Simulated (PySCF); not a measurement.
# Ionisation energy of Ce³⁵⁺ by level of theory

Ce³⁵⁺ [Ar] 3d5 (6S) → Ce³⁶⁺ [Ar] 3d4 (5D), as a difference of total energies. Computed with PySCF 2.14 in an uncontracted even-tempered set (17 s from 5.6 bohr⁻², ratio 2.5; 11 p from 7.3 bohr⁻², ratio 2.5; 8 d from 7.3 bohr⁻², ratio 2.5; 4 f from 29 bohr⁻², ratio 2.7; 3 g from 44 bohr⁻², ratio 2.7), with the non-relativistic Hamiltonian (point nucleus). Correlated levels: outer shells: [Ne] frozen; virtual orbitals above 40 to 60 times the deepest correlated orbital energy dropped. The calculations carry no spin-orbit coupling.

```csv
method,ionisation energy (eV)
UHF,2402.3
LDA,2400.0
PBE,2399.5
PBE0,2400.6
r2SCAN,2401.1
revPBE,2399.5
BHandHLYP,2401.4
MP2 (outer shells),2402.5
SCS-MP2 (outer shells),2402.0
```

Spin-orbit coupling is strong in these open shells (close to jj coupling). The scalar numbers leave it out and a first-order estimate fails, so it can dominate the gap to the real levels.

The gap to the reference is mostly relativistic.

For comparison: 2378 ± 5 eV (theoretical estimate listed by NIST; NIST Atomic Spectra Database, ionization energies).
